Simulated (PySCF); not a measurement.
# Assigning NMR signals

Atoms are numbered as in `[CH3:1]/[CH:2]=[CH:3]\[P:4]1(=[O:5])[CH2:6][CH2:7]1`. Hydrogens are named by the atom that carries them.

- GIAO PBE0/pcSseg-1 shieldings
- geometry from GFN2-xTB
- run in PySCF
- single conformer, no relativistic terms, isolated molecule, fast rotation and ring inversion assumed for equivalent nuclei

Shifts are taken against calculated references (same method and geometry level): $^{13}$C, $^{1}$H vs TMS.

Problem. Assign these signals to the numbered atoms. $^{13}$C{$^{1}$H} NMR (computed): δ 158.5, 130.4, 24.9, 12.6.

Solution. 
```tsv
δ (ppm)	atoms	environment	reason
158.5	C2	alkene CH	as expected for a trigonal carbon in a double bond
130.4	C3	alkene CH	–
24.9	C1	allylic methyl carbon	saturated and bonded to C and H only
12.6	C6/C7	three-membered-ring carbon	carbons of three-membered rings are unusually shielded
```

Problem. Assign these signals to the numbered atoms. $^{1}$H NMR (300 MHz, computed): δ 7.03 (m, 1H), 6.14 (m, 1H), 2.53 (d, 3H), 1.72 (m, 2H), 0.84 (m, 2H).

Solution. 
```tsv
δ (ppm)	atoms	environment	reason
7.03	H(C2)	hydrogen on an alkene CH	olefinic region
6.14	H(C3)	hydrogen on an alkene CH	–
2.53	H(C1)	hydrogen on an allylic methyl carbon	allylic position
1.72	Ha(C6)/Hb(C7)	hydrogen on a three-membered-ring carbon	–
0.84	Hb(C6)/Ha(C7)	hydrogen on a three-membered-ring carbon	cyclopropane-type protons are shielded by the ring
```

Splittings by $^{31}$P in the carbon and heteronuclear signals aren't shown, as no couplings were computed. Shifts are as computed. Against solution values, carbons near 30 ppm lie about +3 ppm off and those near 130 ppm about +5 ppm. Of 1211 compounds with measured shifts, 218 miss one by over three times the rms of a fit or turn the order of signals round; such compounds aren't used in these exercises. No couplings were computed; multiplicities are counted from neighbouring protons, with m where these are inequivalent, close in shift, in a saturated or five-membered ring or joined by F or P, and br s for small geminal =CH2 splittings.
